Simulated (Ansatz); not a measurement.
Born–Oppenheimer molecular dynamics of C2H8SSi (12 atoms, charge 0, multiplicity 1). It starts at the highest image of a converged band, a first-order saddle point between two minima.

Level of theory: RKS B3LYP/def2-SVP (Ansatz).

- ensemble: NVE (velocity Verlet)
- time step: 0.5 fs
- steps asked: 200
- starting velocities drawn for: 300 K
- seed: 10073

Frames 2.5 fs apart, positions in Å, forces in eV/Å.

Velocities at 35 fs (Å/ps):

```
Si -2.01 2.03 4.13
S 0.87 -1.77 -0.75
H 25.56 -31.27 -42.92
C -4.61 0.59 -1.96
C 2.11 3.51 1.33
H -3.98 2.35 2.72
H -5.76 4.14 3.46
H 7.03 -9.84 -16.71
H 17.12 3.96 -6.21
H -1.95 5.26 -0.16
H 2.42 -17.35 -16.21
H 17.80 -6.43 -7.80
```

```xyz
12
Properties=species:S:1:pos:R:3:forces:R:3 time_fs=35 energy_less_start_eV=0.037 T=272
Si -0.419 -0.315 0.846 -0.23 -0.45 0.45
S 1.410 -1.926 -0.687 -0.99 -1.33 1.01
H 0.766 -2.955 0.128 1.21 1.44 -1.12
C 0.618 1.263 0.643 0.00 0.69 -0.88
C -1.509 -0.117 -0.728 -0.57 -0.54 -0.48
H 2.543 -1.825 0.057 -0.24 -0.16 0.12
H 0.113 2.157 1.086 0.14 -0.40 -0.06
H 1.650 1.232 1.015 0.05 -0.04 0.27
H 0.660 1.433 -0.455 0.21 0.31 0.29
H -2.350 0.569 -0.489 0.12 -0.07 0.08
H -1.011 0.307 -1.622 0.02 -0.04 0.11
H -1.996 -1.087 -1.033 0.28 0.59 0.21
12
Properties=species:S:1:pos:R:3:forces:R:3 time_fs=37.5 energy_less_start_eV=-0.080 T=362
Si -0.425 -0.310 0.856 -0.21 -0.40 0.21
S 1.411 -1.932 -0.688 -0.45 -0.27 0.08
H 0.862 -2.996 -0.007 0.49 0.44 -0.21
C 0.607 1.266 0.636 0.84 0.57 -0.88
C -1.505 -0.110 -0.727 -0.26 -0.45 -0.78
H 2.527 -1.824 0.068 -0.09 -0.17 0.18
H 0.105 2.155 1.091 0.25 -0.34 -0.08
H 1.664 1.208 0.983 -0.45 0.08 0.39
H 0.705 1.451 -0.460 -0.14 0.26 0.35
H -2.350 0.578 -0.489 0.19 -0.20 -0.08
H -1.005 0.264 -1.654 -0.05 0.16 0.51
H -1.946 -1.085 -1.044 -0.12 0.32 0.32
12
Properties=species:S:1:pos:R:3:forces:R:3 time_fs=40 energy_less_start_eV=-0.004 T=304
Si -0.430 -0.306 0.867 -0.20 -0.28 -0.06
S 1.412 -1.937 -0.689 0.51 2.07 -1.15
H 0.983 -3.018 -0.151 -0.62 -1.88 1.04
C 0.600 1.272 0.624 1.27 -0.10 -0.62
C -1.502 -0.105 -0.729 0.28 -0.20 -0.37
H 2.506 -1.833 0.089 0.06 -0.11 0.18
H 0.110 2.134 1.094 0.00 0.19 0.19
H 1.653 1.187 0.974 -0.40 0.14 0.52
H 0.743 1.486 -0.447 -0.32 0.25 -0.13
H -2.340 0.577 -0.493 -0.04 -0.04 -0.10
H -1.001 0.231 -1.659 0.12 0.45 0.35
H -1.903 -1.067 -1.038 -0.65 -0.50 0.15
12
Properties=species:S:1:pos:R:3:forces:R:3 time_fs=42.5 energy_less_start_eV=-0.083 T=364
Si -0.437 -0.303 0.878 -0.21 -0.08 -0.29
S 1.413 -1.940 -0.692 0.18 1.01 -0.41
H 1.077 -3.133 -0.244 -0.26 -0.84 0.41
C 0.599 1.278 0.610 0.87 -0.31 -0.29
C -1.498 -0.101 -0.732 0.23 -0.72 0.11
H 2.487 -1.848 0.120 0.04 -0.03 0.08
H 0.115 2.123 1.106 -0.12 0.31 0.25
H 1.622 1.174 0.995 0.12 0.12 0.56
H 0.763 1.535 -0.440 -0.30 0.19 -0.40
H -2.333 0.573 -0.502 -0.24 0.14 -0.06
H -0.990 0.224 -1.644 0.31 0.57 -0.06
H -1.897 -1.074 -1.022 -0.61 -0.37 0.10
12
Properties=species:S:1:pos:R:3:forces:R:3 time_fs=45 energy_less_start_eV=-0.069 T=353
Si -0.443 -0.300 0.889 -0.21 0.13 -0.48
S 1.415 -1.940 -0.695 -0.12 -1.44 0.53
H 1.154 -3.293 -0.312 0.18 1.59 -0.38
C 0.603 1.282 0.594 0.44 0.20 0.10
C -1.493 -0.101 -0.736 -0.29 -1.26 0.12
H 2.470 -1.865 0.156 -0.09 0.03 -0.08
H 0.115 2.127 1.131 0.04 -0.18 -0.09
H 1.595 1.169 1.048 0.24 0.14 0.24
H 0.765 1.595 -0.454 -0.17 -0.04 0.03
H -2.337 0.576 -0.514 -0.04 0.05 -0.06
H -0.962 0.249 -1.630 0.13 0.27 0.00
H -1.925 -1.099 -1.000 -0.10 0.49 0.08
12
Properties=species:S:1:pos:R:3:forces:R:3 time_fs=47.5 energy_less_start_eV=0.043 T=268
Si -0.450 -0.297 0.898 -0.18 0.33 -0.64
S 1.416 -1.944 -0.698 0.04 -2.04 0.62
H 1.239 -3.368 -0.400 0.08 2.15 -0.40
C 0.609 1.288 0.578 0.49 0.40 0.71
C -1.490 -0.106 -0.738 -0.50 -0.75 0.07
H 2.448 -1.881 0.188 -0.12 0.08 -0.15
H 0.117 2.122 1.152 0.04 -0.40 -0.30
H 1.580 1.173 1.114 -0.09 0.20 -0.39
H 0.757 1.653 -0.466 0.02 -0.27 0.40
H -2.344 0.582 -0.530 0.28 -0.10 -0.03
H -0.927 0.289 -1.615 -0.24 -0.21 0.29
H -1.960 -1.099 -0.974 0.19 0.61 -0.17
12
Properties=species:S:1:pos:R:3:forces:R:3 time_fs=50 energy_less_start_eV=-0.011 T=308
Si -0.458 -0.293 0.906 -0.11 0.47 -0.76
S 1.418 -1.950 -0.700 0.22 -0.74 0.21
H 1.329 -3.322 -0.510 -0.20 0.81 -0.08
C 0.617 1.294 0.566 0.39 -0.08 1.21
C -1.488 -0.116 -0.741 -0.23 0.22 0.45
H 2.420 -1.892 0.211 0.00 0.13 -0.07
H 0.119 2.095 1.157 -0.24 -0.06 -0.13
H 1.563 1.188 1.158 -0.05 0.18 -0.71
H 0.750 1.695 -0.457 0.21 -0.28 0.15
H -2.336 0.583 -0.547 0.24 0.01 0.09
H -0.906 0.318 -1.585 -0.29 -0.46 0.15
H -1.986 -1.067 -0.959 0.04 -0.19 -0.51
12
Properties=species:S:1:pos:R:3:forces:R:3 time_fs=52.5 energy_less_start_eV=0.105 T=220
Si -0.465 -0.288 0.913 -0.01 0.51 -0.82
S 1.420 -1.958 -0.701 0.23 2.28 -0.19
H 1.407 -3.238 -0.625 -0.31 -2.22 0.18
C 0.627 1.301 0.560 -0.16 -0.60 1.22
C -1.488 -0.124 -0.741 -0.13 0.37 0.95
H 2.392 -1.895 0.230 0.14 0.13 0.06
H 0.107 2.066 1.154 -0.48 0.30 0.10
H 1.545 1.214 1.163 0.49 0.07 -0.45
H 0.755 1.722 -0.440 0.28 -0.16 -0.30
H -2.314 0.585 -0.559 -0.05 0.26 0.24
H -0.900 0.322 -1.547 0.05 -0.33 -0.40
H -2.009 -1.044 -0.974 -0.05 -0.61 -0.59
12
Properties=species:S:1:pos:R:3:forces:R:3 time_fs=55 energy_less_start_eV=0.052 T=259
Si -0.473 -0.282 0.917 0.10 0.42 -0.79
S 1.422 -1.962 -0.703 0.13 1.62 -0.09
H 1.469 -3.265 -0.731 -0.16 -1.45 0.10
C 0.637 1.305 0.560 -0.70 -0.39 0.89
C -1.489 -0.131 -0.736 -0.53 -0.25 0.72
H 2.371 -1.891 0.252 0.12 0.01 0.05
H 0.069 2.051 1.154 -0.20 0.13 -0.07
H 1.555 1.244 1.141 0.72 0.02 -0.06
H 0.776 1.738 -0.438 0.13 -0.21 -0.20
H -2.295 0.601 -0.557 -0.12 0.21 0.22
H -0.891 0.306 -1.532 0.21 -0.19 -0.56
H -2.033 -1.052 -1.021 0.31 0.08 -0.19
12
Properties=species:S:1:pos:R:3:forces:R:3 time_fs=57.5 energy_less_start_eV=0.061 T=253
Si -0.481 -0.275 0.920 0.23 0.27 -0.68
S 1.425 -1.964 -0.705 0.30 -1.04 -0.18
H 1.520 -3.370 -0.830 -0.20 1.34 0.33
C 0.643 1.307 0.565 -0.36 0.01 0.66
C -1.493 -0.139 -0.728 -0.50 -0.12 -0.20
H 2.356 -1.887 0.277 0.01 -0.14 -0.09
H 0.020 2.044 1.150 0.31 -0.15 -0.30
H 1.602 1.276 1.113 -0.02 0.03 -0.07
H 0.804 1.741 -0.446 -0.15 -0.35 0.19
H -2.281 0.628 -0.544 0.09 -0.13 0.04
H -0.873 0.278 -1.546 -0.14 -0.24 0.01
H -2.040 -1.057 -1.079 0.42 0.51 0.29
12
Properties=species:S:1:pos:R:3:forces:R:3 time_fs=60 energy_less_start_eV=0.191 T=153
Si -0.487 -0.267 0.922 0.34 0.10 -0.54
S 1.428 -1.967 -0.707 0.40 -1.66 -0.30
H 1.559 -3.406 -0.908 -0.24 2.04 0.55
C 0.647 1.309 0.573 0.23 -0.10 0.40
C -1.498 -0.147 -0.721 0.10 0.54 -0.65
H 2.343 -1.891 0.296 -0.04 -0.22 -0.18
H -0.012 2.030 1.130 0.45 0.01 -0.18
H 1.649 1.309 1.081 -0.70 -0.02 -0.01
H 0.823 1.724 -0.446 -0.34 -0.32 0.18
H -2.263 0.648 -0.527 0.14 -0.29 -0.12
H -0.863 0.236 -1.560 -0.31 -0.11 0.40
H -2.024 -1.036 -1.122 -0.02 0.04 0.45
12
Properties=species:S:1:pos:R:3:forces:R:3 time_fs=62.5 energy_less_start_eV=0.138 T=193
Si -0.494 -0.260 0.922 0.41 -0.06 -0.36
S 1.432 -1.972 -0.709 0.23 -0.37 -0.24
H 1.585 -3.329 -0.956 -0.13 0.75 0.43
C 0.653 1.310 0.582 0.15 -0.59 -0.03
C -1.504 -0.153 -0.717 0.61 0.76 -0.31
H 2.328 -1.907 0.305 0.03 -0.23 -0.12
H -0.020 2.017 1.100 0.19 0.43 0.16
H 1.659 1.341 1.051 -0.45 -0.09 0.37
H 0.823 1.688 -0.437 -0.35 -0.14 -0.25
H -2.238 0.653 -0.518 -0.14 -0.07 -0.16
H -0.868 0.189 -1.554 0.01 0.27 0.13
H -2.010 -1.013 -1.139 -0.56 -0.65 0.38
```

Of the whole run (100 fs, mean temperature of the second half 219 K): The conserved energy stayed within 0.13 meV per atom of its start (net change -0.006 meV per atom), so the integration is sound. A run of 0.1 ps of so small a system gives no equilibrium averages. The orbitals stay closed-shell, which can raise the energy where a bond breaks towards radicals; this wasn't checked here.

Run time: 5.7 min on 2 threads of Intel(R) Xeon(R) Platinum 8488C (Sapphire Rapids), on a shared host, peak memory 0.23 GiB.
